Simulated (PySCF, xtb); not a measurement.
In(Cl)(SH)2 (ClH2InS2), SMILES [SH][In]([SH])[Cl].

xtb with GFN2-xTB at its own geometry gives an orbital gap of 2.34 eV and a dipole moment of 2.30 D.

The structure is a stationary point at B3LYP-D3(BJ)/def2-SVP. The def2 effective core potentials stand for the cores of In; spin–orbit coupling is left out. One conformer was computed; it need not be the lowest.

Q: What does r2SCAN/def2-TZVP (PySCF) give? (The exact figures need the calculation; the answer reports its results.)

A: gap 3.87 eV (levels -6.95 and -3.07 eV), dipole 2.90 D.
